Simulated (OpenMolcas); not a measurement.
Ti, Zr, Hf: d2 s2 down the group

* Program: OpenMolcas
* Method: SS-CASPT2, IPEA 0.25 Eh, imaginary shift 0.1 Eh
* Basis: ANO-RCC-VQZP
* Scalar Hamiltonian: DKH2, point nucleus
* Spin-orbit coupling: state interaction with AMFI integrals over the reference wave functions, term energies averaged over their components

Active space for each ion: 2 electrons in 5 orbitals (d); closed shells correlated by CASPT2: Ti 3s 3p 4s; Zr 4s 4p 5s; Hf 5s 5p 6s.

Computed levels in cm-1 above 3F2:

```tsv
Level	Ti	Zr	Hf
3F3	183	616	2820
3F4	419	1333	5320
1D2	6280	4680	6540
3P0	9920	7350	7680
3P1	9980	7600	9330
3P2	10110	8040	11620
1G4	12520	9500	11830
1S0	27460	19750	20550
weight of 3F in the lowest level (%)	100	99	90
```

Mixed levels, with the weight of the term that names them: Hf 1D2 (74 %).

Measured, with the error of the calculation in %. Measured levels: Ti, Zr, Hf from NIST Handbook of Basic Atomic Spectroscopic Data.

```json
{"Level": "3F3", "Ti": "170 (+7.5)", "Zr": "570 (+8.0)", "Hf": "2357 (+19.7)"}
{"Level": "3F4", "Ti": "387 (+8.3)", "Zr": "1241 (+7.4)", "Hf": "4568 (+16.5)"}
{"Level": "1D2", "Ti": "7255 (-13.5)", "Zr": "5102 (-8.2)", "Hf": "5639 (+16.0)"}
{"Level": "3P0", "Ti": "8437 (+17.5)", "Zr": "4197 (+75.1)", "Hf": "5522 (+39.0)"}
{"Level": "3P1", "Ti": "8492 (+17.5)", "Zr": "4376 (+73.5)", "Hf": "6573 (+41.9)"}
{"Level": "3P2", "Ti": "8602 (+17.5)", "Zr": "4186 (+92.1)", "Hf": "8984 (+29.3)"}
{"Level": "1G4", "Ti": "12118 (+3.3)", "Zr": "8057 (+17.9)", "Hf": "10533 (+12.3)"}
{"Level": "1S0", "Ti": "", "Zr": "13142 (+50.3)", "Hf": "20328 (+1.1)"}
```

The fine-structure level 3F4 changes by a factor of 12.7 from Ti to Hf.

Without spin-orbit coupling 1D lies 6040, 3900, 3190 cm-1 above 3F in that order; the difference to the level 1D2, of either sign, comes from spin-orbit coupling, which also lowers the zero.

CASPT2 does not keep the components of a term degenerate, so their means are used; among the terms shown or strongly mixed into the levels shown the widest spread is 1100 cm-1 (3d2 4s2 1G, Ti). Over all roots computed the reference weight is 0.85 to 0.91 in Hf; the roots of lowest weight are the least certain, and an intruder state may touch them. With the s shell closed, the reference lacks s² → p², s² → d² and s → d mixing, so excited terms can stand far too high and out of order, with CASPT2 too. Some terms miss by over 15 % even with CASPT2, which points to a basis or an active space too small for the shells correlated. Some levels mix across a computed gap that differs much from the measured one, so their mixing is not that of the real levels (holds for Hf). Measured partners are found by configuration, term and J. A level has none where our copy of the source lacks it or the pairing is in doubt (some pairs that miss far off the trend of their configuration count as doubtful), and it then counts in no deviation. Only configurations of the active space appear.
